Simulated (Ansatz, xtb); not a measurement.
CH2AlFSn: where a starting geometry ends

The starting geometry of this gas-phase singlet was built from a drawn formula by distance geometry and a force field; its bonds are those of `[CH]#[Sn][AlH][F]`.

```xyz
6

C    -0.0412    2.4669   -0.8926
Al   -1.5904    1.4104    3.1183
F    -3.2836    0.9490    3.3394
Sn   -0.6478    2.0672    0.6949
H     0.3188    2.7309   -1.8708
H    -0.6328    1.4385    4.3636
```

Task: Predict what it relaxes into with r2SCAN-D4/def2-SVP.

Result: A new bond forms, giving a structure given below by its coordinates. Distances that change by over a tenth: C1–Sn4 (1.75 → 2.04 Å), Al2–Sn4 (2.68 → 2.96 Å). Contacts that close: C1–Al2 (4.43 → 1.87 Å).

The energy falls by 3.38 eV over 35 steps:

```csv
step,E − E(last) (eV)
1,3.381
5,2.851
9,2.622
12,2.594
16,2.526
20,1.918
24,0.418
27,0.166
31,0.004
35,0.000
```

Final geometry (Å):

```tsv
atom	x (Å)	y (Å)	z (Å)
C	-0.5440	2.1467	0.5188
Al	-0.7131	1.6628	2.3165
F	-2.4410	1.4018	2.3580
Sn	-2.5105	1.9988	-0.0096
H	0.3005	2.4321	-0.1201
H	0.0312	1.4207	3.6891
```

From the same start GFN2-xTB ends elsewhere, at `[F][AlH][CH]=[Sn]`.

No frequencies were run, so the end isn't proven a minimum. Atoms past krypton carry core potentials, without spin–orbit terms. Run with Ansatz 0.2.0, 35 s on 2 threads of Intel(R) Xeon(R) 6975P-C (Granite Rapids), on a shared host.
